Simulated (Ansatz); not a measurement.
`BCCBC`, relaxed with RKS PBE-D4/def2-SVP in the Gaussian-basis code of Ansatz from a rough embedded geometry. The force threshold is 0.03 eV/Å; the program also tests the step.

Total charge 0; spin multiplicity 1.

Start:

```xyz
15

B    -0.894    1.897    1.446
C    -0.099    1.126    0.325
C    -0.811   -0.172    0.016
B    -0.025   -1.086   -1.046
C     1.404   -1.644   -0.853
H    -1.286    3.045    1.196
H    -1.020    1.492    2.540
H     0.959    0.914    0.725
H    -0.062    1.749   -0.558
H    -0.883   -0.816    0.979
H    -1.867    0.015   -0.305
H    -0.603   -1.255   -2.091
H     1.757   -1.338    0.165
H     1.342   -2.709   -0.952
H     2.089   -1.219   -1.588
```

Question: By how much does the energy fall, and how many steps does the optimiser take? (Estimate.)

Answer: The calculation gave: 38.73 kJ/mol, in 15 steps.

Question: Which bonds change most? (An estimate is asked.)

Answer: Ansatz gave: C2–C3 from 1.513 to 1.566 Å; B1–H7 from 1.173 to 1.220 Å; C2–H8 from 1.151 to 1.106 Å; C5–H14 from 1.072 to 1.108 Å.

Question: Give the relaxed structure. (Estimate.)

Answer: Computed: 
```xyz
15

B    -0.865    1.673    1.457
C     0.178    1.240    0.396
C    -0.772    0.123   -0.154
B    -0.152   -1.150   -0.849
C     1.352   -1.565   -0.795
H    -1.772    2.437    1.171
H    -0.877    1.133    2.552
H     1.114    0.797    0.785
H     0.410    1.956   -0.415
H    -1.332   -0.392    0.683
H    -1.591    0.542   -0.776
H    -0.937   -1.842   -1.486
H     1.958   -1.093    0.004
H     1.514   -2.661   -0.806
H     1.769   -1.199   -1.767
```
